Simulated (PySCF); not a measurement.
## Structure elucidation problem

The spectra below were simulated for a compound C4H15N2PSi2.

1H NMR (400 MHz, computed): δ 4.76 (m, 6H), 2.97 (s, 6H), 2.61 (m, 3H).

13C{1H} NMR (computed): δ 214.7 (C), 42.8 (CH3, 2C), 18.0 (CH3).

[PySCF 2.14: structure optimised with GFN2-xTB; shielding tensors at PBE0/pcSseg-1 (GIAO); no relativistic terms; no solvent; one conformer; rapidly exchanging positions averaged]

References, each an isolated molecule treated in the same way: 1H and 13C vs TMS.

Q: Propose a structure and justify it.

A: 
- 3 carbon signals for 4 carbons: some carbons are equivalent by symmetry or fast rotation.
- Carbon types of the structure: 1 × C, 3 × CH3, leaving 6 H on heteroatoms.
- δC 214.7: carbon double-bonded to a heavier main-group atom.
- δC 42.8: methyl carbon bonded to N; pulled downfield by the heteroatom.
- δC 18.0: methyl carbon; saturated and bonded to C and H only.
- δH 4.76: hydrogen on a silicon bonded to N.
- δH 2.97: hydrogen on a methyl carbon bonded to N; its carbon carries N, an electronegative neighbour.
- δH 2.61: hydrogen on a methyl carbon.

These data were computed for SMILES C/C(=P\N([SiH3])[SiH3])N(C)C.

This is the structure that produced the data.

Splittings by 31P in the carbon and heteronuclear signals aren't shown, as no couplings were computed. Shifts are as computed. Against solution values, carbons near 30 ppm lie about +3 ppm off and those near 130 ppm about +5 ppm. Of 1211 compounds with measured shifts, 218 miss one by over three times the rms of a fit or turn the order of signals round; such compounds aren't used in these exercises. Multiplicities follow the n + 1 count of equivalent neighbours, as no J values were calculated; m marks all less simple cases, F and P coupling included.
